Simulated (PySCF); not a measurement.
H₉NSi₄, SMILES N1[SiH2][SiH2][SiH2][SiH2]1. Atoms are numbered in the order given.

```xyz
14

N      1.6386    -0.3799     0.0572
Si     1.2808     1.3348     0.1653
Si    -1.0755     1.4567     0.0544
Si    -1.6005    -0.8372    -0.1380
Si     0.5722    -1.7635    -0.1103
H      2.6320    -0.6104     0.0944
H      1.9270     2.0979    -0.9484
H      1.8059     1.9199     1.4390
H     -1.5314     2.2402    -1.1319
H     -1.6553     2.0665     1.2878
H     -2.3169    -1.1478    -1.4106
H     -2.4217    -1.3245     1.0098
H      0.8627    -2.5282    -1.3638
H      0.7500    -2.7255     1.0224
```
Charge 0, spin multiplicity 1.

Geometry optimised at B3LYP-D3(BJ)/def2-SVP. The geometry has at least one imaginary mode, so it is a saddle point at that level. The structure was generated by enumeration, and PubChem lists no compound with its InChIKey, so it may never have been made.

Method: PBE0/pcSseg-1 run with PySCF.

GIAO shieldings, no solvent; atoms alike by connectivity are averaged. δ = σ(ref) − σ: ¹⁵N against NH3 (σ = 267.4 ppm); ²⁹Si against TMS (σ = 352.7 ppm); ¹H against TMS (σ = 31.56 ppm), references at their B3LYP-D3(BJ)/def2-TZVP geometries, non-relativistic.

```tsv
atoms	nucleus	count	δ (ppm)
N1	¹⁵N	1	6.0
Si2, Si5	²⁹Si	2	(withheld)
Si3, Si4	²⁹Si	2	(withheld)
H7, H8, H13, H14	¹H	4	5.29
H9, H10, H11, H12	¹H	4	3.74
H6	¹H	1	(withheld)
```

Task: Fill in the missing entries. (An estimate is asked for; the answer gives what the named calculation found.)

Result: 
- H6, δ (ppm): -0.22
- Si2, Si5, δ (ppm): -35.8
- Si3, Si4, δ (ppm): -119.5
